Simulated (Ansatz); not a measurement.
Cost and result for the atomization energy of C2H7AlGeO (12 atoms, 12 bonds).

```xyz
12

C    -1.663    0.536    0.987
C    -0.412    0.131    0.308
Al    0.186    0.046   -1.688
O     0.527   -0.255    1.060
Ge    2.042   -0.731   -0.141
H    -1.909    1.559    0.684
H    -2.478   -0.088    0.605
H    -1.602    0.461    2.074
H     0.390    1.499   -2.309
H    -0.562   -1.111   -2.490
H     3.157    0.116    0.527
H     2.322   -2.165    0.383
```

Charge 0, multiplicity 1. Correlated methods include outer-core shells of Ge, which these sets cover unevenly. Scalar relativity is left out up to krypton. The bonds changed during the relaxation, so this is another structure than the one it started from. Geometry: relaxed with PBE0-D4/def2-TZVP. Program: Ansatz. All runs use 4 threads of an Intel Xeon 6975P-C on a shared host. Times are those of one run each, without the atoms' runs, and a repeat can differ threefold. Electronic energies, without spin–orbit coupling; frozen cores. CCSD(T)/CBS adds CCSD(T) − MP2 in def2-TZVPP to the MP2 limit, and its time is that of the two runs behind it. T1 = 0.015. With those shells the extrapolation isn't a true limit. B3LYP takes the VWN-RPA correlation (the form of Gaussian; ORCA's B3LYP/G).

CCSD(T)/CBS is a level of theory with its own doubt, some kJ/mol a heavy atom from the limit and from the frozen cores, so smaller differences don't rank the functionals.

| level | functions | wall time | atomization (kcal/mol) | difference from CCSD(T)/CBS | per bond |
| --- | --- | --- | --- | --- | --- |
| PBE-D4/def2-TZVPP (with forces) | 281 | 2.7 s | 979.0 | 12.5 | 1.0 |
| PBE0-D4/def2-TZVPP | 281 | 2.9 s | 962.3 | -4.2 | -0.3 |
| r2SCAN-D4/def2-TZVPP (with forces) | 281 | 3.9 s | 969.8 | 3.3 | 0.3 |
| B3LYP-D4/def2-TZVPP (with forces) | 281 | 6 s | 962.8 | -3.7 | -0.3 |
| ωB97X-V/def2-TZVPP | 281 | 7 s | 970.9 | 4.4 | 0.4 |
| B2PLYP/def2-TZVPP | 281 | 7 s | 952.3 | -14.2 | -1.2 |
| ωB97M-V/def2-TZVPP (with forces) | 281 | 11 s | 966.0 | -0.5 | 0.0 |
| MP2/def2-QZVPP | 540 | 26 s | 964.4 | -2.1 | -0.2 |
| CCSD(T)/def2-TZVPP | 281 | 110 s | 944.0 | -22.5 | -1.9 |
| CCSD(T)/CBS(def2) | – | 2.2 min | 966.5 | 0.0 | 0.0 |

The D4 term adds +10.0 kcal/mol with B3LYP and +5.3 kcal/mol with PBE0; it sums over pairs of atoms, weighted by their polarisabilities, and B3LYP, whose exchange is more repulsive, gets the larger term. From PBE to PBE0 (25 % exact exchange), in def2-TZVPP and without D4, the atomization energy moves by −15.8 kcal/mol: exact exchange takes away binding that semilocal exchange gives to molecules. In def2-TZVPP, CCSD(T) changes the Hartree–Fock value by +245.7 kcal/mol (the triples alone add +15.0 kcal/mol) and MP2 by +252.9 kcal/mol; breaking electron pairs costs correlation energy, which Hartree–Fock lacks.
